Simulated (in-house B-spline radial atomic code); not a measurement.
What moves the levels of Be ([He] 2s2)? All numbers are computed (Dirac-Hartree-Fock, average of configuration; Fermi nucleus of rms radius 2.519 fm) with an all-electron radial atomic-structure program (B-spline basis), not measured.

Baseline run (computed): total energy -14.5759 hartree, 1s1/2 at -4.733498 hartree, 2s1/2 at -8.4171 eV with <r> = 2.649 bohr.

Scaling the speed of light c (a factor of 100 is close to the non-relativistic limit):

| c/c0 | ΔE (hartree) | 2s1/2 level (eV) | 2s1/2 <r> (bohr) |
| --- | --- | --- | --- |
| 0.9 | -0.00067333 | -8.41742 | 2.649 |
| 0.98 | -0.00011835 | -8.41714 | 2.649 |
| 1.02 | 0.00011145 | -8.41703 | 2.649 |
| 1.5 | 0.0015942 | -8.41629 | 2.649 |
| 100 | 0.0028688 | -8.41566 | 2.649 |

(1) The nuclear charge is raised by 0.1. What does the Hellmann-Feynman theorem predict for the energy, and what is found?

Answers

(1) dE/dZ ≈ -Σ<1/r>, which is -8.41194 at the start and -8.66374 at the end; their mean times 0.1 is -0.85378 hartree, and the two runs differ by -0.85379 hartree.
